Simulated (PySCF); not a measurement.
stibine (H₃Sb), SMILES [SbH3]. Atoms are numbered in the order given.

```xyz
4

Sb     0.0000     0.0000     0.0534
H      1.2221     0.7056    -0.9082
H      0.0000    -1.4111    -0.9082
H     -1.2221     0.7056    -0.9082
```
Charge 0, spin multiplicity 1.

Geometry: PBE0-D3(BJ)/def2-TZVPD. The def2 effective core potentials stand for the cores of Sb; spin–orbit coupling is left out.

The numbers are results of PySCF with r2SCAN/def2-TZVPD, not measurements.

Isolated molecule, no solvent.

Estimate the frontier levels, gap, dipole moment and polarisability. (An estimate is asked for; the answer gives what the named calculation found.)


```json
{
  "highest_occupied_level": "-6.76 eV",
  "lowest_empty_level": "-0.68 eV",
  "orbital_gap": "6.09 eV",
  "dipole_moment": "0.30 D",
  "quadrupole, principal values (traceless, Buckingham form, about the centre of nuclear charge)": "-2.07, 1.04, 1.04 D·Å",
  "mean_static_polarisability": "46.8 bohr³ (6.93 Å³)",
  "polarisability_principal_values": "46.2, 46.2, 47.9 bohr³"
}
```
